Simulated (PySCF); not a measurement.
Electronic structure of Sn (tin, neutral) at the UHF level

Configuration: [Kr] 4d10 5s1 5p3, high-spin 5S determinant (an excited configuration). Calculation: PySCF 2.14, in aug-cc-pVTZ-DK3; the spin-free X2C one-electron Hamiltonian (Gaussian nucleus).

* Total energy: -6173.413413 hartree
* One-electron energy: -8488.7292 hartree
* Hartree (Coulomb) energy: 2479.4992 hartree
* Exchange energy: -164.1834 hartree
* ⟨S²⟩: 6.0052
* ⟨L²⟩: 0.000
* Sum of ⟨r⟩: 36.26 bohr
* Sum of ⟨r²⟩: 62.23 bohr²
* Langevin diamagnetic susceptibility: -49.3 ×10⁻⁶ cm³/mol

| shell | electrons | mean orbital energy (eV) | rms radius, mean of both spins (bohr) |
| --- | --- | --- | --- |
| 1s α | 1 | -29342.4 | 0.0333 |
| 1s β | 1 | -29342.3 | 0.0333 |
| 2s α | 1 | -4523.5 | 0.136 |
| 2s β | 1 | -4523.4 | 0.136 |
| 2p α | 3 | -4056.5 | 0.121 |
| 2p β | 3 | -4056.5 | 0.121 |
| 3s α | 1 | -913.72 | 0.361 |
| 3s β | 1 | -913.44 | 0.361 |
| 3p α | 3 | -756.91 | 0.362 |
| 3p β | 3 | -756.70 | 0.362 |
| 3d α | 5 | -514.87 | 0.341 |
| 3d β | 5 | -514.83 | 0.341 |
| 4s α | 1 | -161.17 | 0.874 |
| 4s β | 1 | -160.53 | 0.874 |
| 4p α | 3 | -111.34 | 0.949 |
| 4p β | 3 | -110.92 | 0.949 |
| 4d α | 5 | -36.710 | 1.18 |
| 4d β | 5 | -36.225 | 1.18 |
| 5s α | 1 | -18.284 | 2.63 |
| 5p α | 3 | -8.535 | 3.27 |

Densities and radii are taken from the X2C orbitals without a picture-change correction, which distorts them close to the nucleus.

Spin-orbit constants ζ (cm⁻¹) from the X2C one-electron operator on these orbitals: bare nucleus, nucleus screened by l(l+1)(2l+1)/3 electrons, and screened by the Breit-Pauli mean field of the electrons.

```json
{"shell": "2p", "bare": "1237000", "screened nucleus": "1187000", "mean field": "n/a"}
{"shell": "3p", "bare": "228700", "screened nucleus": "219500", "mean field": "n/a"}
{"shell": "3d", "bare": "34320", "screened nucleus": "27460", "mean field": "n/a"}
{"shell": "4p", "bare": "38720", "screened nucleus": "37170", "mean field": "n/a"}
{"shell": "4d", "bare": "3968", "screened nucleus": "3175", "mean field": "n/a"}
{"shell": "5p", "bare": "2442", "screened nucleus": "2344", "mean field": "n/a"}
```
